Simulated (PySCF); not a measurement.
C4H9O, doublet, at a GFN2-xTB geometry; DF-BLYP/6-311++G** in PySCF.

The PySCF input:
```python
from pyscf import gto, scf, dft
import numpy

mol = gto.Mole()
mol.atom = '''
    C     2.28811243    0.28616206   -0.31558826
    C     1.27190503   -0.39460311    0.51432212
    C    -0.07710560   -0.69778091    0.00075619
    C    -1.05991591    0.48761313    0.19867728
    O    -2.36912995    0.17508575   -0.20083533
    H     2.12752838    0.08732122   -1.37406883
    H     2.26006560    1.37510735   -0.17521720
    H     3.29349426   -0.03604893   -0.04225704
    H     1.44207918   -0.46003843    1.57560189
    H    -0.03540307   -0.92334365   -1.07001179
    H    -0.50525951   -1.55761326    0.52308445
    H    -0.68271558    1.36377800   -0.34726979
    H    -1.12567067    0.73855423    1.25909235
    H    -2.35905463   -0.07674966   -1.13127557
'''
mol.basis = '6-311++g**'
mol.spin = 1
mol.verbose = 4
mol.build()
print('smallest overlap eigenvalue', numpy.linalg.eigvalsh(mol.intor('int1e_ovlp'))[0])

mf = dft.UKS(mol)
mf.xc = 'blyp'
mf = mf.density_fit(auxbasis='def2-universal-jkfit')
mf = scf.addons.remove_linear_dep_(mf, threshold=1e-6, lindep=1e-6)
mf.kernel()
mf.analyze()
```

It wrote (shortened):

```
PySCF version 2.14.0

[INPUT] verbose = 4
[INPUT] num. atoms = 14
[INPUT] num. electrons = 41
[INPUT] charge = 0
[INPUT] spin (= nelec alpha-beta = 2S) = 1
[INPUT] symmetry False subgroup None
[INPUT] Mole.unit = angstrom
[INPUT] Symbol           X                Y                Z      unit          X                Y                Z       unit  Magmom
[...]
nuclear repulsion = 177.834048782934
number of shells = 95
number of NR pGTOs = 256
number of NR cGTOs = 173
basis = 6-311++g**
ecp = {}
input.py:30: DeprecationWarning: remove_linear_dep_ is deprecated and will be removed in a future release. Linear dependency handling is now built into the SCF procedure by default. Linear dependency removal can be controlled using the following settings:
  pyscf.scf.hf.remove_overlap_zero_eigenvalue = True
  pyscf.scf.hf.overlap_zero_eigenvalue_threshold = 1e-6

  mf = scf.addons.remove_linear_dep_(mf, threshold=1e-6, lindep=1e-6)
smallest overlap eigenvalue 3.4700147713141824e-05

******** <class 'pyscf.df.df_jk.DFUKS'> ********
method = DFUKS
initial guess = minao
damping factor = 0
level_shift factor = 0
DIIS = <class 'pyscf.scf.diis.CDIIS'>
diis_start_cycle = 1
diis_space = 8
diis_damp = 0
SCF conv_tol = 1e-09
SCF conv_tol_grad = None
SCF max_cycles = 50
direct_scf = False
number electrons alpha = 21  beta = 20
XC library pyscf.dft.libxc version 7.1.2
    S. Lehtola, C. Steigemann, M. J. T. Oliveira, and M. A. L. Marques,  SoftwareX 7, 1–5 (2018)
XC functionals = blyp
    A. D. Becke,  Phys. Rev. A 38, 3098 (1988)
    C. Lee, W. Yang, and R. G. Parr,  Phys. Rev. B 37, 785 (1988)
    B. Miehlich, A. Savin, H. Stoll, and H. Preuss,  Chem. Phys. Lett. 157, 200 (1989)
radial grids:
    Treutler-Ahlrichs [JCP 102, 346 (1995); DOI:10.1063/1.469408] (M4) radial grids

becke partition: Becke, JCP 88, 2547 (1988); DOI:10.1063/1.454033
pruning grids: <function nwchem_prune>
grids dens level: 3
symmetrized grids: False
atomic radii adjust function: <function treutler_atomic_radii_adjust>
small_rho_cutoff = 0
Set gradient conv threshold to 3.16228e-05
tot grids = 158832
init E= -233.140387079382

cycle= 1 E= -232.801869151818  delta_E= 0.339  |g|= 0.614  |ddm|= 2.28
cycle= 2 E= -232.292913024072  delta_E= 0.509  |g|= 1.26  |ddm|= 9.81
cycle= 3 E= -232.944735914222  delta_E= -0.652  |g|= 0.183  |ddm|= 9.41
cycle= 4 E= -232.957220313749  delta_E= -0.0125  |g|= 0.0722  |ddm|= 0.367
cycle= 5 E= -232.95977048314  delta_E= -0.00255  |g|= 0.0127  |ddm|= 0.143
[...]
converged SCF energy = -232.959852201324  <S^2> = 0.75295066  2S+1 = 2.0029485
Total Energy =                        -232.959852201323770
[...]
spin_pop of  10 H 2py      -0.00000
spin_pop of  10 H 2pz       0.00008
spin_pop of  11 H 1s       -0.00089
spin_pop of  11 H 2s        0.00003
spin_pop of  11 H 3s        0.00001
spin_pop of  11 H 4s        0.00000
spin_pop of  11 H 2px       0.00000
spin_pop of  11 H 2py       0.00002
spin_pop of  11 H 2pz       0.00001
spin_pop of  12 H 1s       -0.00197
spin_pop of  12 H 2s        0.00031
spin_pop of  12 H 3s        0.00003
spin_pop of  12 H 4s        0.00004
spin_pop of  12 H 2px       0.00002
spin_pop of  12 H 2py       0.00002
spin_pop of  12 H 2pz       0.00001
spin_pop of  13 H 1s       -0.00030
spin_pop of  13 H 2s       -0.00000
spin_pop of  13 H 3s        0.00002
spin_pop of  13 H 4s        0.00001
spin_pop of  13 H 2px       0.00002
spin_pop of  13 H 2py       0.00004
spin_pop of  13 H 2pz      -0.00000
 ** Mulliken Spin Density (per atom)  **
spin density of  0 C =     -0.03620
spin density of  1 C =      0.90005
spin density of  2 C =     -0.03400
spin density of  3 C =      0.05884
spin density of  4 O =      0.01607
spin density of  5 H =      0.00725
spin density of  6 H =      0.06060
spin density of  7 H =      0.02196
spin density of  8 H =     -0.02183
spin density of  9 H =      0.01137
spin density of  10 H =      0.01844
spin density of  11 H =     -0.00082
spin density of  12 H =     -0.00153
spin density of  13 H =     -0.00021
 ** Mulliken pop alpha/beta on meta-lowdin orthogonal AOs **
 ** Mulliken pop       alpha | beta **
In total            21.00000 | 20.00000
 ** Mulliken atomic charges   ( Nelec_alpha | Nelec_beta ) **
charge of  0C =     -0.32803  (     3.14591      3.18211 )
charge of  1C =     -0.12912  (     3.51458      2.61454 )
charge of  2C =     -0.20776  (     3.08688      3.12088 )
charge of  3C =      0.01497  (     3.02193      2.96310 )
charge of  4O =     -0.52073  (     4.26840      4.25233 )
charge of  5H =      0.10912  (     0.44907      0.44181 )
charge of  6H =      0.11402  (     0.47329      0.41269 )
charge of  7H =      0.11998  (     0.45099      0.42903 )
charge of  8H =      0.10224  (     0.43797      0.45980 )
charge of  9H =      0.09126  (     0.46006      0.44868 )
charge of  10H =      0.11289  (     0.45278      0.43433 )
charge of  11H =      0.08234  (     0.45842      0.45924 )
charge of  12H =      0.11373  (     0.44237      0.44390 )
charge of  13H =      0.32509  (     0.33735      0.33756 )
Dipole moment(X, Y, Z, Debye):  1.34376,  0.12379, -1.01786
```
